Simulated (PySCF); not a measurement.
**Stationary points of GeS₂⁻**

All numbers come from PySCF, B3LYP, basis Ge def2-SVPD, S def2-SVPD (no relativity, density fitting).

Relaxations began from a few typed shapes; open shells are unrestricted. The search is not exhaustive: other isomers or separated fragments can lie lower, and high-lying points may rest on an excited occupation.

Task: Which is the lowest minimum found?
A. doublet D∞h: Ge–S 2.197 Å (×2); S–Ge–S 180.0°
B. doublet C2v: Ge–S 2.144 Å (×2); S–Ge–S 130.9°

Result: B. The others lie at 70.0 (doublet D∞h, a saddle point) kJ/mol above it.

For the lowest minimum: the lowest empty level of this anion is unbound, so it and the gap depend on the basis.
